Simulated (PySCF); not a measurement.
## Working out the excitation energy of Tl

Tl [Xe] 4f14 5d10 6s2 6p1 (2P) → Tl [Xe] 4f14 5d10 6s2 7s1 (2S). Calculation: PySCF 2.14, in aug-cc-pwCVDZ-PP with ECP60MDF (6s5p4d1f, 48 functions); a scalar-relativistic core potential. Frozen: 5s2 5p6 5d10. Energies in hartree (1 hartree = 27.21139 eV):

| part | Tl (lower) | Tl (upper) |
| --- | --- | --- |
| UHF | -171.512656 | -171.421618 |
| CCSD correlation | -0.033868 | -0.032550 |
| (T) | -0.000372 | -0.000401 |

Question: What does Hartree-Fock give?

Answer: (-171.421618) − (-171.512656) = 0.091038 hartree = 2.477 eV.

Question: What do CCSD and CCSD(T) give?

Answer: The CCSD correlation energies differ by 0.001318 hartree = 0.036 eV and the triples by -0.000029 hartree = -0.001 eV, so CCSD gives 2.513 eV and CCSD(T) 2.512 eV.

Measured between the centres of the two terms (NIST): 2.639 eV, so CCSD(T) (valence) is off by -0.127 eV.

A double-zeta basis recovers only part of the correlation energy.

What remains against the reference includes basis incompleteness, the frozen core and higher excitations.
